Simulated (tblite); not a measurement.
C3H12ClNSi2.
Cartesian coordinates in Å at the GFN2-xTB level; atoms count from 1:
```xyz
19
C3H12ClNSi2 angstrom
C     -3.1004    0.3464    0.6054
C     -2.3014   -0.6249   -0.2601
N     -0.9737   -0.1501   -0.5690
Si     0.3620   -0.3655    0.4867
C      1.8394    0.4295   -0.3961
Si     3.4845    0.0672    0.4508
Cl     4.9655    1.0607   -0.5070
H     -2.5743    0.5281    1.5392
H     -3.2286    1.2956    0.0887
H     -4.0822   -0.0635    0.8275
H     -2.8402   -0.8074   -1.1972
H     -2.1941   -1.5762    0.2635
H     -1.0057    0.6874   -1.1328
H      0.5273   -1.8135    0.6438
H      0.2398    0.2321    1.8296
H      1.6916    1.5082   -0.4534
H      1.8736    0.0730   -1.4254
H      3.4928    0.5365    1.8344
H      3.8143   -1.3543    0.3942
```

Level: GFN2-xTB in tblite, geometry and Hessian alike; calculated harmonic values, unscaled, isolated species. The method is semi-empirical: single wavenumbers can be off by several per cent or more. Modes of hydrogen on silicon can be 10 to 20 % off. One conformer, not necessarily the lowest.

Harmonic wavenumbers (cm⁻¹): 30.8, 37.5, 55.5, 78.6, 97.0, 149.2, 172.5, 214.6, 303.9, 401.0, 446.6, 482.6, 495.1, 511.8, 576.2, 595.9, 695.0, 708.3, 715.4, 751.4, 785.8, 792.8, 825.1, 836.4, 854.3, 981.2, 1014.9, 1069.8, 1099.3, 1136.6, 1171.0, 1248.9, 1327.2, 1377.2, 1401.7, 1451.2, 1484.9, 1492.1, 1500.5, 2149.9, 2240.6, 2263.0, 2286.3, 2916.2, 2973.0, 2983.5, 2985.8, 3028.2, 3041.4, 3043.0, 3429.1.

A = 6077, B = 402.2, C = 394.3 MHz; mass 153.020 u (most abundant isotopes); point group C1, symmetry number 1.

Problem. What is the zero-point energy?

Solution. ½Σν̃ = 31355 cm⁻¹ = 89.65 kcal/mol.

Problem. Give the ideal-gas entropy at 400 K and 1 bar in the rigid-rotor, harmonic-oscillator model (classical rotation).

Solution. Translation 42.47, rotation 31.07, vibration 50.75: S = 124.3 cal/(mol K).

Problem. And Cp and H(400 K) − H(0)?

Solution. Cp = 52.53 cal/(mol K), of which vibrations give 44.58 (their classical limit is 51 R = 101.3); H(400 K) − H(0) = 12.82 kcal/mol without the zero-point energy, 9.64 from vibrations.

Problem. What must be added to the electronic energy to get the Gibbs energy at 400 K and 1 bar?

Solution. ZPE + [H(400 K) − H(0)] − T·S = 89.65 + 12.82 − 49.72 = 52.75 kcal/mol.

Problem. Blend soft modes into free rotors: weight 1/[1 + (100 cm⁻¹/ν̃)⁴] for the oscillator and the rest for a rotor with moment μB/(μ + B), μ = h/(8π²ν), B = 10⁻⁴⁴ kg m². What vibrational entropy results?

Solution. 44.16 cal/(mol K) in place of 50.75, which changes −T·S at 400 K by +2.63 kcal/mol.

Problem. Which modes carry the vibrational entropy at 400 K?

Solution. 30.8 cm⁻¹: 6.36; 37.5 cm⁻¹: 5.97; 55.5 cm⁻¹: 5.19; 78.6 cm⁻¹: 4.50; 97.0 cm⁻¹: 4.09; 149.2 cm⁻¹: 3.25 cal/(mol K); the other 45 give 21.39 together.

Hindered rotation and anharmonicity are outside this model. Other conformers, if any are populated, would add a mixing term that is left out. The structure is chiral; the term R ln 2 for an equal mix with its mirror image is left out.
